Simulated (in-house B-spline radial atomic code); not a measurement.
The numbers below are computed, except where a source is named.
# Stopping and range of 50 keV F in Ge

The pair potential comes from two frozen, spherical free-atom densities (PBE, B-spline radial code, scalar-relativistic past argon): electrostatics plus the change in Thomas-Fermi kinetic and Dirac exchange energy where they overlap, the recipe behind the universal ZBL potential, which averages such potentials (from solid-state densities) over many pairs. It is written V = (Z1 Z2 e²/r) φ(r/a), with e² = 14.3996 eV·Å and a = 0.46850 Å/(Z1^0.23 + Z2^0.23); ZBL's fit is φ = 0.18175 e^(−3.1998x) + 0.50986 e^(−0.94229x) + 0.28022 e^(−0.4029x) + 0.02817 e^(−0.20162x). Where φ falls below 4e-4 it is continued as an exponential.

The target is taken as amorphous, with density 5.3234 g/cm³ (NSM archive of the Ioffe Institute); channelling is ignored. Masses: F 19.0, Ge 72.63 u. Nuclear stopping is S_n = 4π a Z1 Z2 e² M1/(M1 + M2) × s_n(ε), with s_n integrated over impact parameters for each pair. Electronic stopping is Lindhard and Scharff's S_e = Z1^(1/6) 8π e² a0 Z1 Z2/(Z1^(2/3) + Z2^(2/3))^(3/2) × v/v0, with a0 = 0.529177 Å and v = v0 at 24.801 keV/u; it misses the oscillations with Z1 seen in experiment, which reach tens of per cent. Compounds add by atom fraction.

```
target atom    a (Å)  ε at this energy  s_n, this pair  s_n, ZBL potential
         Ge  0.12085             1.155           0.318              0.3022
```

**Question.** What are the atom density and the stopping powers at entry?

**Answer.** N = 5.3234 × 0.602214/72.63 = 0.04414 atoms/Å³. For Ge: S_n = 1306 × 0.318 = 415.3 eV·Å², S_e = 2.1193 × √50000 = 473.9 eV·Å². Averaged over the target's atoms and times N × 10 Å/nm, the ion loses N S_n = 183 eV/nm to recoils and N S_e = 209 eV/nm to electrons; the nuclear share is 47 %.

Along the track:

```
E (keV)  N S_n (eV/nm)  N S_e (eV/nm)
    2.5            172           46.8
    7.5            208             81
     15            214            115
     25            207            148
   37.5            195            181
     50            183            209
```

**Question.** Estimate the path length and the projected range.

**Answer.** With continuous slowing down the path is the integral of dE/(N (S_n + S_e)). Trapezoids over the table give 141 nm, and the stretch below the first row, with stopping taken as √E, adds 2E/(N S) = 23 nm: 163 nm in all, against 158 nm on a fine grid from 5 eV. Deflections shorten the depth: to first order in the energy passed on, N (S_n + S_e) dR_p/dE = 1 − N S_n (M2/M1) R_p/(2E), summed over the target's atoms, and integrating this on the fine grid gives R_p = 67.3 nm, 0.43 of the path. Lindhard's rule of thumb R/(1 + M2/3M1), with mean M2/M1 = 3.82, gives 69.3 nm; it is meant for M2/M1 below about 2. On the ZBL potential the same equation gives 70.2 nm, and the full integral equation, which keeps hard collisions, 74.4 nm.
